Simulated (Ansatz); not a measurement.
`[SiH3][GaH][SH]` + `O[SiH3]` → `[SiH3][O][GaH][SH]` + SiH₄ at 298.15 K and 1 bar (cleavage of the Ga–Si bond).

Isolated molecules relaxed with PBE0-D4/def2-TZVP in Ansatz; ΔE leaves out vibrations. CBS: MP2 limit from def2 TZ/QZ plus the TZ coupled-cluster correction, frozen cores. This one scheme is used for every species. For Ga outer-core shells are correlated without core-valence functions, which leaves a few kJ/mol of doubt a bond. Scalar relativity is left out up to krypton. One conformer a species, not always the lowest.

| species | CCSD(T)/CBS energy (Eh) | H − E (kJ/mol) | S (J/(mol·K)) |
| --- | --- | --- | --- |
| `[SiH3][GaH][SH]` | -2613.82650 | 127.4 | 349.8 |
| `O[SiH3]` | -366.69042 | 113.6 | 257.8 |
| `[SiH3][O][GaH][SH]` | -2689.07634 | 143.0 | 372.3 |
| SiH₄ | -291.46306 | 92.1 | 204.8 |

H − E and S are ideal-gas, rigid-rotor, harmonic terms from PBE0-D4/def2-TZVP, for one conformer and one mirror image of each species. 1 Eh = 2625.50 kJ/mol, R = 8.31446 J/(mol·K).

**Question.** By hand: ΔE, ΔH, ΔS and ΔG.

**Answer.** ΔE = (-2689.07634) + (-291.46306) − (-2613.82650) − (-366.69042) = -0.02248 Eh = -59.0 kJ/mol. Δ(H − E) = 143.0 + 92.1 − 127.4 − 113.6 = -5.9, so ΔH = -64.9 kJ/mol. ΔS = 372.3 + 204.8 − 349.8 − 257.8 = -30.5 J/(mol·K). ΔG = -64.9 − 298.15 × (-30.5)/1000 = -55.8 kJ/mol.

**Question.** By hand: the equilibrium constant, and the temperature at which ΔG would vanish if ΔH and ΔS stayed fixed.

**Answer.** log₁₀ K = −ΔG/(RT ln 10) = 9.8. ΔG = 0 at ΔH/ΔS = 2128 K.

ΔH outweighs TΔS. A doubt of 5 kJ/mol in ΔE shifts log₁₀ K by 0.9 here. Other conformers and mirror images would add mixing entropy, several J/(mol·K) or more a flexible species. Modes under 60 cm⁻¹, often nearly free rotors, make the harmonic entropy too high. These are equilibria of isolated gas molecules and say nothing of rates. Largest T1 diagnostic: 0.014 (customary marks: 0.02 for closed shells, 0.045 for open ones).
